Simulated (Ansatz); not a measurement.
Caution, from a PySCF single point (PBE0-D3(BJ)/def2-TZVP) at this geometry: the restricted solution is unstable towards spin-unrestricted or complex orbitals, so a lower solution exists and this singlet may not be the ground state. This singlet lies 0.66 eV below the relaxed triplet at the level composite: frozen-core CCSD(T) with HF/cc-pVQZ and the correlation energy extrapolated as X^-3 from cc-pVTZ and cc-pVQZ, plus CCSDT(Q) minus CCSD(T) in cc-pVDZ // PBE0-D3(BJ)/def2-TZVP (Ansatz, an electronic-structure program).

A geometry relaxed with PBE0-D3(BJ)/def2-TZVP (Ansatz), charge 0, multiplicity 1:

```xyz
3

C     -0.1030     0.4988     0.0000
F      0.9967    -0.1954     0.0000
H     -0.8937    -0.3035     0.0000
```

### Question
Write the SMILES of this molecule.

### Answer
`[CH]F`
